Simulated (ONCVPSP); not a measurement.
## Reading a pseudo-wave (Mn (Z = 25))

Columns: radius, all-electron u(r) and pseudo u(r) of the 3d shell (level -7.01 eV) of manganese in the configuration [Ne] 3s2 3p6 3d5 4s2; LDA (Perdew-Wang 92), scalar-relativistic, ONCV scheme, ONCVPSP 4.0.1.

```
r (bohr)  all-electron  pseudo
   0.103        0.0630  0.0042
   0.205        0.2552  0.0314
   0.308        0.4774  0.0988
   0.410        0.6597  0.2109
   0.513        0.7858  0.3635
   0.615        0.8567  0.5368
   0.718        0.8850  0.7109
   0.820        0.8826  0.8582
   0.923        0.8600  0.9620
   1.025        0.8254  1.0101
   1.128        0.7836  1.0041
   1.230        0.7388  0.9538
   1.332        0.6931  0.8740
   1.435        0.6474  0.7794
   1.538        0.6032  0.6854
   1.640        0.5614  0.6033
   1.743        0.5215  0.5372
   1.845        0.4844  0.4879
   1.948        0.4493  0.4495
   2.050        0.4169  0.4169
   2.153        0.3865  0.3865
   2.255        0.3586  0.3586
   2.358        0.3324  0.3324
   2.460        0.3083  0.3083
   2.562        0.2860  0.2860
   2.665        0.2652  0.2651
```

(1) How many radial nodes do the two functions have?

(2) At about which radius was the pseudo-wave matched?

(3) Is the pseudo-wave norm-conserving?

## Answers

(1) The all-electron 3d function has n − l − 1 = 0; the pseudo-wave has 0.

(2) 2.05 bohr, where the columns begin to agree (steps of 0.10 bohr).

(3) Yes: the ONCV scheme keeps the norm inside the radius equal to the all-electron one, which fixes the energy derivative of the logarithmic derivative at the level.
